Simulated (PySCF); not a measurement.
# Distorted geometries of Pb2F4

Pb2F4 (singlet). PySCF 2.14.0, RKS r2SCAN, Pb def2-SVP with ECP60, F def2-SVP; non-relativistic Hamiltonian with scalar-relativistic core potentials where named; density fitting; no spin-orbit coupling. Relaxed geometry:

```xyz
6

Pb    0.0000   -0.4659    1.8039
Pb    0.0000   -0.4659   -1.8039
F     1.3282   -0.6688    0.0000
F    -1.3282   -0.6688    0.0000
F     0.0000    1.5819    1.7194
F     0.0000    1.5819   -1.7194
```

Problem. Order these distorted geometries by energy above the relaxed one, lowest first.
A.
```xyz
6

Pb    0.0045   -0.4386    1.7952
Pb   -0.0017   -0.4889   -1.8587
F     1.3207   -0.7426    0.0278
F    -1.3288   -0.5966    0.0361
F    -0.0586    1.5214    1.7329
F     0.0639    1.6398   -1.7332
```
B.
```xyz
6

Pb    0.0353   -0.7001    1.7548
Pb   -0.0107   -0.6531   -1.9196
F     1.5805   -0.7607    0.2040
F    -1.4465   -0.4056   -0.0365
F     0.1037    1.8472    1.6217
F    -0.2622    1.5667   -1.6244
```
C.
```xyz
6

Pb   -0.1626   -0.3268    1.9165
Pb   -0.0124   -0.5542   -1.6326
F     1.2896   -0.5017   -0.0555
F    -1.2760   -0.5536   -0.0663
F     0.2102    1.2444    1.6121
F    -0.0488    1.5863   -1.7741
```

Solution. A (0.22 eV), B (2.37 eV), C (4.18 eV).

Problem. Which forces (eV/Å) act in the one that lies 0.22 eV up?

Solution. 
```
Pb   0.05 -2.31  0.55
Pb   0.01  1.40  1.12
F   -0.11  0.11 -0.70
F    0.05 -0.08 -0.70
F    0.00  2.29 -0.13
F    0.00 -1.42 -0.14
```
Forces carry noise of the integration grid, about 0.01 to 0.03 eV/Å.

No frequency check is given that shows the relaxed geometry to be a minimum.
